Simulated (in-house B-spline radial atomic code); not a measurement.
Orbital energies and mean radii along the 64-electron series, configuration [Xe] 4f10. The effective charge is n√(-2ε), a non-relativistic measure. Computed with a radial B-spline atomic code at the basis-set limit: non-relativistic Hartree-Fock, average of the configuration, point nuclei.

This level leaves out relativity, spin-orbit splitting included, which matters for heavy ions.

```csv
ion,Z,energy of 5s (Eh),mean radius of 5s (bohr),energy of 4f (Eh),mean radius of 4f (bohr),energy of 4p (Eh),mean radius of 4p (bohr),effective charge of 5s
Dy2+,66,-2.4167,1.4257,-1.1482,0.79424,-11.947,0.57867,10.992
Ho3+,67,-3.0535,1.3636,-1.9221,0.73512,-13.12,0.56608,12.356
Er4+,68,-3.7505,1.3058,-2.7936,0.68896,-14.398,0.55377,13.694
```
